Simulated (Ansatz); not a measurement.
Relaxation of FH$_{5}$O$_{2}$Si (9 atoms, charge 0, multiplicity 1), to a largest force component of 0.03 eV/Å in at most 50 steps.

Level of theory: Ansatz 0.2.0, RKS B3LYP-D4/def2-SVP.

```xyz
9
Properties=species:S:1:pos:R:3:forces:R:3
Si -0.800 -0.506 0.768 0.37 -0.14 0.10
F 0.799 -0.932 0.928 -0.50 0.12 -0.04
H -1.318 -1.429 -0.276 -0.01 -0.05 0.02
H -1.444 -0.691 2.087 0.00 0.02 -0.01
O -0.931 1.075 0.338 0.04 0.09 -0.03
H 1.283 -0.362 -1.119 -0.01 -0.03 -0.02
O 1.115 0.551 -1.397 0.11 0.04 -0.20
H -0.438 1.252 -0.490 -0.09 -0.14 0.14
H 1.734 1.041 -0.839 0.09 0.09 0.04
```

Where does it end, and by what steps?

The forces met the threshold. After 11 steps the energy has fallen by 0.083 eV; H3 moved furthest, 0.52 Å.

```
step  energy less start (eV)  largest force component (eV/Å)  accepted
   0                  0.0000                           0.505       yes
   1                 -0.0246                           0.387       yes
   2                 -0.0358                           0.196       yes
   3                 -0.0457                           0.491       yes
   4                 -0.0536                           0.569       yes
   5                 -0.0638                           0.400       yes
   6                 -0.0534                           0.354        no
   7                 -0.0763                           0.165       yes
   8                 -0.0807                           0.092       yes
   9                 -0.0822                           0.066       yes
  10                 -0.0826                           0.035       yes
  11                 -0.0827                           0.022       yes
```

```xyz
9
Properties=species:S:1:pos:R:3
Si -0.950 -0.609 0.785
F 0.600 -1.172 0.700
H -1.752 -1.562 -0.024
H -1.363 -0.608 2.207
O -0.942 0.929 0.217
H 1.493 -0.067 -0.799
O 1.260 0.683 -1.373
H -0.295 1.068 -0.512
H 1.949 1.339 -1.201
```

Whether the end is a true minimum wasn't checked by a vibrational analysis.

Time of the run: 22 s on 2 threads of Arm Neoverse V1, on a shared host, peak memory 0.16 GiB.
